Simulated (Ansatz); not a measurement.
Mulliken charges of `C[SiH]1[O][Al]1[OH]` from ωB97M-V/def2-TZVPP in Ansatz (PBE0-D4/def2-TZVP geometry).

```json
{"atom": "C1", "x (Å)": "-1.730", "y (Å)": "-0.730", "z (Å)": "0.529", "charge (e)": "-0.419"}
{"atom": "Si2", "x (Å)": "-0.032", "y (Å)": "-0.011", "z (Å)": "0.788", "charge (e)": "0.507"}
{"atom": "O3", "x (Å)": "1.231", "y (Å)": "-0.789", "z (Å)": "-0.002", "charge (e)": "-0.435"}
{"atom": "Al4", "x (Å)": "1.440", "y (Å)": "0.753", "z (Å)": "-0.774", "charge (e)": "0.231"}
{"atom": "O5", "x (Å)": "2.581", "y (Å)": "1.184", "z (Å)": "-1.936", "charge (e)": "-0.347"}
{"atom": "H6", "x (Å)": "-1.968", "y (Å)": "-0.851", "z (Å)": "-0.529", "charge (e)": "0.117"}
{"atom": "H7", "x (Å)": "-2.487", "y (Å)": "-0.088", "z (Å)": "0.988", "charge (e)": "0.114"}
{"atom": "H8", "x (Å)": "-1.784", "y (Å)": "-1.711", "z (Å)": "1.014", "charge (e)": "0.120"}
{"atom": "H9", "x (Å)": "0.169", "y (Å)": "0.144", "z (Å)": "2.259", "charge (e)": "-0.052"}
{"atom": "H10", "x (Å)": "2.662", "y (Å)": "2.049", "z (Å)": "-2.333", "charge (e)": "0.165"}
```

Question: By hand: the dipole of these point charges (1 e Å = 4.8032 D).

Answer: Σ q r = (-0.687, 0.422, 0.342) e Å, of length 0.876 e Å = 4.21 D.

Question: How does the dipole of the full density compare? (Best estimate.)

Answer: The calculation gave: (-0.263, 0.451, -0.121) e Å, 2.57 D; the point charges give 1.64 times that, at 45° from its direction.

Point charges leave out the atoms' own dipoles, such as those of lone pairs, and Mulliken's split depends on the basis, so the two needn't agree.
